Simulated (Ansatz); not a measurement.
The cluster Sn₃⁺, relaxed as a doublet with UKS B3LYP-D4/def2-SVP in Ansatz, starting from the GFN2-xTB geometry. Force threshold 0.02 eV/Å.

In the def2 sets Sn takes a core potential; there is no spin–orbit coupling. At PBE0-D4/def2-TZVP a quartet of charge 1 lies 0.18 eV below the doublet, each at its own geometry. The structure comes from a short search, and lower isomers may exist.

Start:

Cartesian coordinates in Å:
```
Sn 0.069 1.390 -1.975
Sn 0.577 0.452 0.551
Sn -0.646 -1.842 1.424
```

```json
{"step": "1", "energy (eV)": "-17494.0586", "largest force component (eV/Å)": "0.367", "SCF passes": "73"}
{"step": "2", "energy (eV)": "-17494.0938", "largest force component (eV/Å)": "0.140", "SCF passes": "47"}
{"step": "3", "energy (eV)": "-17494.1565", "largest force component (eV/Å)": "0.275", "SCF passes": "44"}
{"step": "4", "energy (eV)": "-17494.2143", "largest force component (eV/Å)": "0.182", "SCF passes": "40"}
{"step": "5 (rejected)", "energy (eV)": "-17494.2138", "largest force component (eV/Å)": "0.106", "SCF passes": "48"}
{"step": "6", "energy (eV)": "-17494.2255", "largest force component (eV/Å)": "0.026", "SCF passes": "42"}
{"step": "7", "energy (eV)": "-17494.2258", "largest force component (eV/Å)": "0.004", "SCF passes": "42"}
```

Force components are those of the run's own axes.

End:

```csv
atom,x (Å),y (Å),z (Å)
Sn1,-0.1422,0.9752,-1.7949
Sn2,0.8652,0.6777,0.8264
Sn3,-0.7231,-1.6529,0.9685
```

By distances, no bond broke or formed. The bond that changes most is Sn1–Sn2, from 2.74 to 2.82 Å (atoms count from 1).

No frequencies were taken in this run, so the end may be a saddle point.

It took 21 s on 4 threads of Arm Neoverse V1 on a shared host.
